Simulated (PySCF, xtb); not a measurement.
SiH₂Br₂, SMILES Br[SiH2]Br.

GFN2-xTB (xtb 6.7.1) at its own geometry gives an orbital gap of 5.53 eV and a dipole moment of 4.96 D.

Coordinates come from a r2SCAN-D4/def2-SVP optimisation.

**Question.** What does PySCF with ωB97X/def2-TZVPD give? (An estimate is asked for; the answer gives what the named calculation found.)

**Answer.** gap 12.04 eV (levels -10.97 and 1.06 eV), dipole 1.15 D.
